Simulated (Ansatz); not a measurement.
Job for Ansatz (an electronic-structure program): R-B3LYP/def2-TZVPP on CH4SSi (SMILES C[Si]S), a point of a torsion scan.

Ansatz 0.2 input:
```yaml
crystal:
  periodic: [false, false, false]
  atoms:
    - {symbol: C, position_ang: [-0.92127502, -0.12754103, -0.06259842]}
    - {symbol: Si, position_ang: [0.01204949, 1.54870677, -0.13479385]}
    - {symbol: S, position_ang: [0.85145691, 1.42794190, -2.16082478]}
    - {symbol: H, position_ang: [-0.36991211, -0.94846481, -0.52329981]}
    - {symbol: H, position_ang: [-1.87845569, -0.04637731, -0.57951916]}
    - {symbol: H, position_ang: [-1.13651098, -0.40686084, 0.96657585]}
    - {symbol: H, position_ang: [0.35610478, 0.25935938, -2.54914321]}
basis:
  gaussian:
    orbitals: def2-TZVPP
hamiltonian:
  xc: {name: B3LYP}
scf: {lower_state_search: off}
```

The head of its log:

```
WARN ansatz: RAYON_NUM_THREADS=1 ignored (pool sized by the plan → 1); use --threads N
Functional definition: B3LYP
these checks for a lower state are left out or cut short: stability, starts, cluster_reference, orbital_swaps, neighbouring_geometries, increment
integrals: 0.08 GiB planned
1003 factors; their error is unknown
mean field: 0.71 GiB planned
mean field evaluation 1: about -19809.6953 eV, gradient 5.7e1 eV
mean field evaluation 2: about -19802.7705 eV, gradient 7.1e1 eV
```

Q: Give the final energy of this run.

A: -728.2692 hartree.
